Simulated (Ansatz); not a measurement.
`[NH2][Ge]([F])([F])[F]`, charge 0, multiplicity 1.

(1) Give a relaxed structure at PBE0-D4/def2-TZVP (the Gaussian-basis code of Ansatz). (Estimate.)

Results:

(1) Ansatz gave: 
Z-matrix (Å, degrees):
```
Ge
F 1 1.705
F 1 1.705 2 109.0
N 1 1.784 2 110.0 3 120.6
F 1 1.713 2 105.1 3 -112.3
H 4 1.010 1 115.5 2 -174.2
H 4 1.010 1 115.5 2 54.3
```
Point group Cs.
